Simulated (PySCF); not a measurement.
# Ions at one geometry of Bi(NH2)3

PySCF 2.14.0, RKS PBE0, Bi def2-SVP with ECP60, N def2-SVP, H def2-SVP; non-relativistic Hamiltonian with scalar-relativistic core potentials where named; density fitting; no spin-orbit coupling; singlets restricted, open shells unrestricted. The geometry is relaxed for charge 0, singlet, vacuum (a saddle point, kept by symmetry):

```xyz
10

Bi    0.0000    0.0000    0.0000
N     2.2576    0.0000    0.0000
H     2.8624    0.0000    0.8232
H     2.8624    0.0000   -0.8232
N    -1.1288    1.9551    0.0000
H    -1.4312    2.4789    0.8232
H    -1.4312    2.4789   -0.8232
N    -1.1288   -1.9551    0.0000
H    -1.4312   -2.4789    0.8232
H    -1.4312   -2.4789   -0.8232
```

Energies count from the relaxed state; an electron taken off or put on is at rest in vacuum. Charges and spins are Mulliken's.

```tsv
state	energy (eV)	spin squared	charge on Bi1 (e)	spin on Bi1 (e)	dipole about the centre of mass (D)
charge 0, singlet, vacuum	0.00	0.00	1.24	0.00	0.00
charge -1, doublet, vacuum	-2.25	0.75	0.56	1.05	0.00
```

Q: What does the state charge +1, doublet, vacuum give?

A: energy (eV) 7.26, spin squared 0.78, charge on Bi1 (e) 1.38, spin on Bi1 (e) -0.19, dipole about the centre of mass (D) 0.00.

With an electron taken off (doublet) the charges change, summed by element, by Bi +0.14 e, N +0.44 e, H +0.42 e. The vertical ionisation energy is 7.26 eV, against −ε(HOMO) = 5.40 eV of the relaxed state. The level lies 1.9 eV too high, as is usual for semilocal functionals and global hybrids, which keep a self-interaction error.

With an electron put on (doublet) the charges change, summed by element, by Bi -0.68 e, N +0.08 e, H -0.40 e. The vertical electron affinity is 2.25 eV, against −ε(LUMO) = 4.22 eV of the relaxed state. The basis has no diffuse functions, which an added electron needs.

Open shells may have lower solutions than those found.

The gap of the closed shell is small, and it wasn't tested for a lower spin-broken solution at this geometry.
